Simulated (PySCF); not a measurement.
Exercise with solution: dipole moment from atomic charges

(Z)-1,3,3-trifluoroprop-1-ene (C3H3F3), SMILES C(/C(F)F)=C/F. Atoms are numbered in the order given.

```xyz
9

F     -2.0810     0.7278     0.0000
C     -1.6134    -0.5144     0.0000
C     -0.3140    -0.7923     0.0000
C      0.7543     0.2435     0.0000
F      1.5456     0.0923     1.0885
F      1.5456     0.0923    -1.0885
H     -2.4090    -1.2650     0.0000
H      0.0036    -1.8374     0.0000
H      0.3521     1.2696     0.0000
```
Charge 0, spin multiplicity 1.

The structure is a stationary point at PBE0-D3(BJ)/def2-SVP. Other conformers were not sampled.

Charges (e) from PBE/def2-TZVP run with PySCF:

```tsv
atom	Mulliken	IAO
F1	-0.147	-0.238
C2	0.081	0.155
C3	-0.171	-0.250
C4	0.237	0.423
F5	-0.160	-0.290
F6	-0.160	-0.290
H7	0.116	0.162
H8	0.134	0.181
H9	0.070	0.147
```

The dipole moment of the full density is 2.08 D.

**Question.** What dipole moment does each set of point charges give, and which comes closer to that of the density?

**Answer.** 
μ = Σ q r, and 1 e Å = 4.8032 D.
Mulliken: Σ q r = (-0.341, -0.289, 0.000) e Å, |μ| = 2.15 D.
IAO: Σ q r = (-0.592, -0.356, 0.000) e Å, |μ| = 3.32 D.
Mulliken comes closer in size. Point charges leave out the atoms' own dipoles (lone pairs, polarised bonds); fits to the potential absorb them, partitions of the density don't.
